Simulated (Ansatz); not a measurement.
Reaction (formal exchange of groups at the Al–F bond): `C[Se][AlH][F]` + `BS` → `C[Se][AlH][BH]S` + H–F

Isolated molecules relaxed with PBE0-D4/def2-TZVP in Ansatz; ΔE leaves out vibrations. CBS: MP2 limit from def2 TZ/QZ plus the TZ coupled-cluster correction, frozen cores. This one scheme is used for every species. DFT in def2-TZVPP. For Se outer-core shells are correlated without core-valence functions, which leaves a few kJ/mol of doubt a bond. Scalar relativity is left out up to krypton. Each species was taken in one conformer, which may not be the lowest.

`C[Se][AlH][F]`:

Z-matrix (Å, degrees):
```
C
Se 1 1.967
H 1 1.087 2 108.0
H 1 1.089 2 111.1 3 120.3
H 1 1.087 2 108.1 3 -119.3
Al 2 2.290 1 96.1 3 -120.9
F 6 1.647 2 118.5 1 180.0
H 6 1.575 2 121.7 1 -0.0
```

`BS`:

```xyz
5

B    -0.482   -0.102    0.306
S     0.541   -0.218   -1.127
H    -1.541   -0.642    0.233
H    -0.123    0.483    1.279
H     1.605    0.478   -0.690
```

`C[Se][AlH][BH]S`:

Z-matrix (Å, degrees):
```
C
Se 1 1.963
H 1 1.088 2 111.1
H 1 1.088 2 107.8 3 120.3
H 1 1.088 2 108.4 3 -120.9
Al 2 2.310 1 102.1 3 10.2
B 6 2.114 2 119.8 1 -4.9
H 6 1.587 2 113.8 1 178.0
S 7 1.766 6 124.2 2 -61.8
H 7 1.197 6 125.0 2 118.7
H 9 1.347 7 101.6 6 1.1
```

H–F:

```xyz
2

F     0.001    0.301   -0.348
H    -0.001   -0.301    0.348
```

CCSD(T)/CBS gives +2.05 eV.

(1) Another level gave +2.12 eV. Which?
A. HF/def2-TZVPP
B. PBE-D4/def2-TZVPP
C. r2SCAN/def2-TZVPP
D. PBE/def2-TZVPP

Largest T1 diagnostic among the species: 0.015.

Results:

(1) C. r2SCAN 2.12, HF/def2-TZVPP 2.37, PBE 1.96, PBE-D4 1.89 eV.

From PBE to PBE0 (25 % exact exchange), in def2-TZVPP and without D4, ΔE moves by +0.03 eV. In def2-TZVPP, CCSD(T) changes the Hartree–Fock value by −0.31 eV (the triples alone add −0.05 eV) and MP2 by −0.25 eV.
